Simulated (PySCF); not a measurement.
# Polarisability and C₆ of Ca⁺ (calcium, charge +1)

[Ar] 4s1, 2S determinant. All numbers are calculated (PySCF 2.14, scalar relativity by spin-free X2C-1e, in aug-cc-pwCVQZ-X2C (11s10p8d6f3g, 150 functions)). Coupled (time-dependent) response in atomic units; α is the mean over directions.

```
method  mean α (bohr³)  C₆ (like pair)  S(−4)
   UHF           96.32           763.6   8886
```

S(−4) is the Cauchy moment in α(ω) = α(0) + S(−4) ω² + …

α(iu) at UHF:

| u (hartree) | α(iu) (bohr³) |
| --- | --- |
| 0 | 96.32 |
| 0.0500 | 78.39 |
| 0.100 | 50.90 |
| 0.200 | 22.60 |
| 0.300 | 12.91 |
| 0.500 | 6.664 |
| 0.750 | 4.205 |
| 1.00 | 3.063 |
| 1.50 | 1.887 |
| 2.00 | 1.277 |
| 3.00 | 0.6913 |
| 5.00 | 0.3004 |

For an ion, C₆ is the dispersion term alone; charge-induced terms of lower order in 1/R come first.
